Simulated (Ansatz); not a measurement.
Geometry optimisation of GaCl3.

```yaml
crystal:
  periodic: [false, false, false]
  atoms:
    - {symbol: Ga, position_ang: [0.000418, -0.000203, -0.000102]}
    - {symbol: Cl, position_ang: [1.219604, -0.702679, -1.586859]}
    - {symbol: Cl, position_ang: [-1.213622, 1.717282, -0.275890]}
    - {symbol: Cl, position_ang: [-0.006390, -1.014400, 1.862841]}
basis:
  gaussian: {orbitals: def2-SVP}
magnetization: {spin_polarized: true, initial_magnetization: 4}
hamiltonian: {xc: pbe0, dispersion: d4}
scf: {omitted_lower_state_checks: [starts]}
output: {orbitals: {seedname: orbitals}}
relax: {f_tol: 0.02, max_steps: 100}
```

```sh
$ ansatz run in.yaml --threads 4 --pin off --events-out ev --progress --plain --max-ram 3916MiB
```

It prints (some lines left out):

```
Functional definition: PBE0
  name "PBE0"
  cite "Adamo & Barone, J. Chem. Phys. 110, 6158 (1999) doi:10.1063/1.478522"
  cite "Perdew, Burke & Ernzerhof, Phys. Rev. Lett. 77, 3865 (1996) doi:10.1103/PhysRevLett.77.3865"
  parent pbe
  parameter a = 0.25
  parameter kappa = 0.804
  parameter beta = 0.06672455060314922
  exchange = (1 - a)*pbe_x(kappa = kappa, mu = beta*pi^2/3) + a*exact_x
  correlation = pbe_c(beta = beta)
these checks for a lower state are left out or cut short: starts
mean field -89901.12795482 eV, -3303.8055151664 hartree, gradient 5.9e-6 eV, S^2 6.005417; 0 other end points of the search recorded, 0 dependent functions left out
the calculation of the forces begins
relax step   1: F+E_penalty+E_count = -89901.25820406 eV  Δ(F+E_penalty+E_count) = +0.000e0 eV  max|allowed force component| = 4.079e0 eV/Å  Δτ_max = 0.0000 Å  (134 SCF iters, accepted)
these checks for a lower state are left out or cut short: starts, cluster_reference, orbital_swaps, neighbouring_geometries, increment
mean field -89902.88329590 eV, -3303.8700227612 hartree, gradient 2.7e-6 eV, S^2 6.005708; 0 other end points of the search recorded, 0 dependent functions left out
the calculation of the forces begins
relax step   2: F+E_penalty+E_count = -89903.00131500 eV  Δ(F+E_penalty+E_count) = -1.743e0 eV  max|allowed force component| = 1.407e0 eV/Å  Δτ_max = 0.1959 Å  (70 SCF iters, accepted)
these checks for a lower state are left out or cut short: starts, cluster_reference, orbital_swaps, neighbouring_geometries, increment
mean field -89903.30706656 eV, -3303.8855960457 hartree, gradient 1.6e-7 eV, S^2 6.005959; 0 other end points of the search recorded, 0 dependent functions left out
the calculation of the forces begins
relax step   3: F+E_penalty+E_count = -89903.41524321 eV  Δ(F+E_penalty+E_count) = -4.139e-1 eV  max|allowed force component| = 1.961e-1 eV/Å  Δτ_max = 0.1677 Å  (112 SCF iters, accepted)
these checks for a lower state are left out or cut short: starts, cluster_reference, orbital_swaps, neighbouring_geometries, increment
mean field -89903.32127467 eV, -3303.8861181842 hartree, gradient 1.5e-7 eV, S^2 6.006026; 0 other end points of the search recorded, 0 dependent functions left out
the calculation of the forces begins
relax step   4: F+E_penalty+E_count = -89903.42734104 eV  Δ(F+E_penalty+E_count) = -1.210e-2 eV  max|allowed force component| = 1.085e-2 eV/Å  Δτ_max = 0.0400 Å  (137 SCF iters, accepted)
these checks for a lower state are left out or cut short: starts, cluster_reference, orbital_swaps, neighbouring_geometries, increment
mean field -89903.32133595 eV, -3303.8861204361 hartree, gradient 7.9e-8 eV, S^2 6.006027; 0 other end points of the search recorded, 0 dependent functions left out
the calculation of the forces begins
relax step   5: F+E_penalty+E_count = -89903.42737602 eV  Δ(F+E_penalty+E_count) = -3.498e-5 eV  max|allowed force component| = 1.505e-2 eV/Å  Δτ_max = 0.0020 Å  (124 SCF iters, accepted)
these checks for a lower state are left out or cut short: starts, cluster_reference, orbital_swaps, neighbouring_geometries, increment
mean field -89903.32140205 eV, -3303.8861228654 hartree, gradient 2.7e-6 eV, S^2 6.006027; 0 other end points of the search recorded, 0 dependent functions left out
the calculation of the forces begins
relax step   6: F+E_penalty+E_count = -89903.42743957 eV  Δ(F+E_penalty+E_count) = -6.355e-5 eV  max|allowed force component| = 2.058e-2 eV/Å  Δτ_max = 0.0023 Å  (67 SCF iters, accepted)
these checks for a lower state are left out or cut short: starts, cluster_reference, orbital_swaps, neighbouring_geometries, increment
mean field -89903.32276959 eV, -3303.8861731215 hartree, gradient 9.4e-6 eV, S^2 6.006032; 0 other end points of the search recorded, 0 dependent functions left out
the calculation of the forces begins
relax step   7: F+E_penalty+E_count = -89903.42886424 eV  Δ(F+E_penalty+E_count) = -1.425e-3 eV  max|allowed force component| = 6.927e-2 eV/Å  Δτ_max = 0.0229 Å  (70 SCF iters, accepted)
these checks for a lower state are left out or cut short: starts, cluster_reference, orbital_swaps, neighbouring_geometries, increment
mean field -89903.32610814 eV, -3303.8862958110 hartree, gradient 3.7e-6 eV, S^2 6.006046; 0 other end points of the search recorded, 0 dependent functions left out
[...]
mean field -89904.12156981 eV, -3303.9155284883 hartree, gradient 6.0e-6 eV, S^2 6.007136; 0 other end points of the search recorded, 0 dependent functions left out
the calculation of the forces begins
relax step  21: F+E_penalty+E_count = -89904.23308878 eV  Δ(F+E_penalty+E_count) = -4.384e-3 eV  max|allowed force component| = 6.395e-2 eV/Å  Δτ_max = 0.0503 Å  (74 SCF iters, accepted)
these checks for a lower state are left out or cut short: starts, cluster_reference, orbital_swaps, neighbouring_geometries, increment
mean field -89904.13201330 eV, -3303.9159122795 hartree, gradient 3.0e-6 eV, S^2 6.007113; 0 other end points of the search recorded, 0 dependent functions left out
the calculation of the forces begins
relax step  22: F+E_penalty+E_count = -89904.24666481 eV  Δ(F+E_penalty+E_count) = -1.358e-2 eV  max|allowed force component| = 1.518e-1 eV/Å  Δτ_max = 0.1969 Å  (77 SCF iters, accepted)
these checks for a lower state are left out or cut short: starts, cluster_reference, orbital_swaps, neighbouring_geometries, increment
mean field -89904.13035979 eV, -3303.9158515140 hartree, gradient 1.4e-8 eV, S^2 6.007157; 0 other end points of the search recorded, 0 dependent functions left out
the calculation of the forces begins
relax step  23: F+E_penalty+E_count = -89904.24910885 eV  Δ(F+E_penalty+E_count) = -2.444e-3 eV  max|allowed force component| = 2.789e-1 eV/Å  Δτ_max = 0.1936 Å  (133 SCF iters, accepted)
these checks for a lower state are left out or cut short: starts, cluster_reference, orbital_swaps, neighbouring_geometries, increment
mean field -89904.13040617 eV, -3303.9158532184 hartree, gradient 1.9e-8 eV, S^2 6.007136; 0 other end points of the search recorded, 0 dependent functions left out
the calculation of the forces begins
relax step  24: F+E_penalty+E_count = -89904.25071315 eV  Δ(F+E_penalty+E_count) = -1.604e-3 eV  max|allowed force component| = 2.034e-1 eV/Å  Δτ_max = 0.0673 Å  (138 SCF iters, accepted)
these checks for a lower state are left out or cut short: starts, cluster_reference, orbital_swaps, neighbouring_geometries, increment
mean field -89904.13600000 eV, -3303.9160587880 hartree, gradient 2.5e-6 eV, S^2 6.007101; 0 other end points of the search recorded, 0 dependent functions left out
the calculation of the forces begins
relax step  25: F+E_penalty+E_count = -89904.25477042 eV  Δ(F+E_penalty+E_count) = -4.057e-3 eV  max|allowed force component| = 4.516e-2 eV/Å  Δτ_max = 0.0636 Å  (80 SCF iters, accepted)
these checks for a lower state are left out or cut short: starts, cluster_reference, orbital_swaps, neighbouring_geometries, increment
mean field -89904.13644316 eV, -3303.9160750738 hartree, gradient 8.6e-6 eV, S^2 6.007099; 0 other end points of the search recorded, 0 dependent functions left out
the calculation of the forces begins
relax step  26: F+E_penalty+E_count = -89904.25511116 eV  Δ(F+E_penalty+E_count) = -3.407e-4 eV  max|allowed force component| = 2.127e-3 eV/Å  Δτ_max = 0.0110 Å  (71 SCF iters, accepted)
these checks for a lower state are left out or cut short: starts
mean field -89904.13644316 eV, -3303.9160750738 hartree, gradient 8.6e-6 eV, S^2 6.007099; 0 other end points of the search recorded, 0 dependent functions left out
the calculation of the forces begins
Total energy: -89904.25513870 eV, -3303.9204370542 hartree
Atom 0 at    -0.485052     0.346272     0.452032 Å, force     0.000674    -0.000509    -0.001955 eV/Å
Atom 1 at     0.890029    -0.359614    -1.317424 Å, force    -0.000015    -0.000063    -0.000097 eV/Å
Atom 2 at    -0.763817     1.750992    -1.444634 Å, force    -0.000111    -0.000541     0.002127 eV/Å
Atom 3 at     0.358851    -1.737650     2.310016 Å, force    -0.000549     0.001113    -0.000075 eV/Å
Dipole moment:     0.025591    -0.282356     0.447589 e Å
Checks for a lower state left out: starts
```

Hardware: 4 threads of Arm Neoverse V1 on a shared host. Wall time 2.1 min.

In the quintet, Cl2 and Cl3 lie 2.68 Å apart (atoms count from 1), so these atoms are partly bonded to each other. At PBE0-D4/def2-SVP a singlet of charge 0 lies 8.78 eV below the quintet, each at its own geometry. The structure comes from a short search, and lower isomers may exist.
